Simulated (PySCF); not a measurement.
One reaction down a group: Zn, Cd, Hg

The same gas-phase reaction for Zn, Cd, Hg:
- ZnF2 + Cl2 → ZnCl2 + F2
- CdF2 + Cl2 → CdCl2 + F2
- HgF2 + Cl2 → HgCl2 + F2

Method: PySCF energies plus ideal-gas RRHO corrections (1 bar). † marks an energy on the PBE0/def2-TZVP geometry and frequencies; other levels use their own. MP2 freezes the core. All species are closed-shell singlets. Cd, Hg: scalar-relativistic def2 core potential, no spin-orbit coupling. Zn: all electrons, no relativistic terms. MP2 isn't extrapolated to the basis-set limit. The harmonic model lacks anharmonicity and excited electronic states, which grow with temperature; levels with a mode under 35 cm⁻¹ are left out. Soft modes under 120 cm⁻¹ make the harmonic entropy rough for ZnCl2, CdCl2, HgCl2.

ΔH°(298 K) in kJ, by level:

```csv
level,Zn,Cd,Hg
ωB97M-V/def2-TZVP†,226.9,182.8,159.9
MP2/def2-TZVPP†,247.2,195.1,157.0
BLYP/def2-TZVP†,234.4,196.5,175.0
HF/def2-TZVP†,238.0,185.8,160.9
PBE0/def2-QZVP†,236.1,194.2,167.0
MP2/def2-SVP†,215.3,157.2,130.2
PBE/def2-SVP,185.2,151.2,142.3
LDA/def2-TZVP†,232.4,189.0,166.9
```

At ωB97M-V/def2-TZVP†, ΔH° falls from Zn to Hg, over a range of 67.0 kJ; the steps are -44.1, -22.9 kJ. 8 of the 8 levels shown give the same order. The levels scatter most for Zn (62.0 kJ between the highest and the lowest) and least for Hg (44.8 kJ). ΔS°(298 K) runs from 2.6 to 3.2 J/K, so TΔS° at 298 K spreads over 0.2 kJ among the members, against 67.0 kJ for ΔH°.

Free energies at ωB97M-V/def2-TZVP†:

| member | ΔS°(298 K), J/K | ΔG°(298 K), kJ | ΔG°(1600 K), kJ | ΔG° changes sign |
|---|---|---|---|---|
| Zn | 2.8 | 226 | 222 | none from 298 to 2500 K |
| Cd | 2.6 | 182 | 179 | none from 298 to 2500 K |
| Hg | 3.2 | 159 | 155 | none from 298 to 2500 K |

The NASA 1993 table holds none of these reactions whole; the comparison is among the levels.
